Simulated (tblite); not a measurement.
Species: C₈H₁₀.
Z-matrix (Å and degrees, GFN2-xTB geometry), rows numbered from 1:
```
C 
C   1  1.5302
C   2  1.4888  1  110.62
C   3  1.3410  2  126.66  1   121.47
C   4  1.4614  3  125.22  2  -178.61
C   5  1.3442  4  108.35  3   179.45
C   6  1.4523  5  108.82  4     0.17
C   7  1.3453  6  109.10  5    -0.08
H   1  1.0876  2  110.22  3   -61.83
H   1  1.0878  2  110.64  3    58.06
H   1  1.0872  2  110.35  3   178.17
H   2  1.0895  1  109.83  3   122.55
H   2  1.0949  1  108.74  3  -119.23
H   3  1.0845  2  114.93  1   -57.21
H   5  1.0740  4  123.78  3    -0.34
H   6  1.0752  5  127.20  4  -179.76
H   7  1.0756  6  123.94  5   179.97
H   8  1.0735  4  124.81  3     0.68
```

Computed values, GFN2-xTB/tblite, gas phase, harmonic and unscaled. This tight-binding method is rough: wavenumbers can miss measured ones by several per cent, in bad cases by 10 to 20. One conformer, not necessarily the lowest.

Harmonic wavenumbers (cm⁻¹): 32.7, 107.8, 174.2, 192.2, 250.5, 385.2, 445.9, 529.0, 597.6, 667.9, 774.7, 783.5, 800.5, 824.7, 854.5, 862.4, 870.9, 905.2, 972.8, 1045.8, 1059.8, 1073.5, 1088.0, 1096.3, 1154.6, 1179.8, 1229.1, 1253.8, 1299.7, 1316.2, 1353.0, 1409.0, 1467.2, 1498.8, 1503.4, 1534.4, 1606.2, 1682.3, 2939.3, 3010.9, 3032.0, 3037.4, 3039.9, 3041.8, 3121.5, 3128.8, 3143.9, 3148.1.

A = 5961, B = 1134, C = 1011 MHz; mass 106.078 u (most abundant isotopes); point group C1, symmetry number 1.

Q: Zero-point energy?

A: Half the sum of the wavenumbers: 33263 cm⁻¹ = 397.92 kJ/mol.

Q: Entropy at 298.15 K, 1 bar (ideal gas, RRHO, classical rotation)?

A: Translation 167.03, rotation 118.17, vibration 86.80: S = 372.0 J/(mol K).

Q: And Cp and H(298.15 K) − H(0)?

A: Cp = 132.99 J/(mol K), of which vibrations give 99.73 (their classical limit is 48 R = 399.1); H(298.15 K) − H(0) = 23.58 kJ/mol without the zero-point energy, 13.66 from vibrations.

Q: Blend soft modes into free rotors: weight 1/[1 + (100 cm⁻¹/ν̃)⁴] for the oscillator and the rest for a rotor with moment μB/(μ + B), μ = h/(8π²ν), B = 10⁻⁴⁴ kg m². What vibrational entropy results?

A: 78.86 J/(mol K) in place of 86.80, which changes −T·S at 298.15 K by +2.37 kJ/mol.

Q: Which modes carry the vibrational entropy at 298.15 K?

A: 32.7 cm⁻¹: 23.68; 107.8 cm⁻¹: 13.84; 174.2 cm⁻¹: 10.00; 192.2 cm⁻¹: 9.23; 250.5 cm⁻¹: 7.23; 385.2 cm⁻¹: 4.26 J/(mol K); the other 42 give 18.56 together.

Q: How do the functions run with temperature in this model?

A: 
```csv
T (K),S (J/(mol K)),Cp (J/(mol K)),H − H(0) (kJ/mol),G − H(0) (kJ/mol),ln q(vib)
150,303.2,77.0,8.28,-37.21,2.28
250,350.4,112.7,17.67,-69.94,4.05
400,417.1,175.5,39.31,-127.52,6.87
600,501.6,241.6,81.45,-219.52,10.90
900,612.5,304.1,164.12,-387.12,17.01
```

q(vib) and H(0) count from the zero-point level.

Q: What must be added to the electronic energy to get the Gibbs energy at 298.15 K and 1 bar?

A: ZPE + [H(298.15 K) − H(0)] − T·S = 397.92 + 23.58 − 110.91 = 310.59 kJ/mol.

Hindered rotation and anharmonicity are outside this model. Other conformers, if any are populated, would add a mixing term that is left out. The structure is chiral; the term R ln 2 for an equal mix with its mirror image is left out.
